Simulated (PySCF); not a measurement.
## ¹⁷O chemical shifts

Level of theory: GIAO PBE0/pcSseg-1 shieldings, geometry from GFN2-xTB, in PySCF 2.14.0 with density-fitted response routines (relativity neglected, one computed conformer, equivalent nuclei averaged, no solvent model).

Shieldings were converted by a linear fit to measured shifts: ¹⁷O: δ = 266.70 − 0.911σ (rms 10.7 ppm, 155 shifts, 12.2 ppm with the 3 outliers that the fit left out vs liquid water, solution or neat liquid). A few per cent of atoms miss by over 2 rms, more outside the fitted compound classes.

Question: Give the ¹⁷O shifts of `C=C[C@@H]1C[C@H](OC)S1(=O)=O`, `CC[Si@H](OC=O)SC`.

Answer: 
```
                                                                compound                 environment  δ (ppm)
[CH2:1]=[CH:2][C@@H:3]1[CH2:4][C@H:5]([O:6][CH3:7])[S:8]1(=[O:9])=[O:10]              O9: S=O oxygen    208.4
[CH2:1]=[CH:2][C@@H:3]1[CH2:4][C@H:5]([O:6][CH3:7])[S:8]1(=[O:9])=[O:10]             O10: S=O oxygen    147.8
[CH2:1]=[CH:2][C@@H:3]1[CH2:4][C@H:5]([O:6][CH3:7])[S:8]1(=[O:9])=[O:10]            O6: ether oxygen     21.1
                   [CH3:1][CH2:2][Si@H:3]([O:4][CH:5]=[O:6])[S:7][CH3:8]         O6: carbonyl oxygen    375.8
                   [CH3:1][CH2:2][Si@H:3]([O:4][CH:5]=[O:6])[S:7][CH3:8]  O4: oxygen bonded to C, Si    173.3
```

Question: Order these by ¹⁷O shift, lowest first.
A. CO[Si@@H](Cl)C1=C(Cl)CC1
B. CC(=O)N[C@]12C[C@@H]3[C@H](C1)[C@@H]32
C. C=C1C=CO[SiH2]C1

Answer: A (-9.1 ppm, oxygen bonded to C, Si), C (49.8 ppm, oxygen bonded to C, Si, in a 6-membered ring), B (369.4 ppm, amide-type carbonyl oxygen).

In solution the two oxygens of a carboxylic acid give one averaged line by proton exchange, and hydrogen bonding shields acid and N–H amide carbonyl oxygens by tens of ppm; neither is in these numbers.
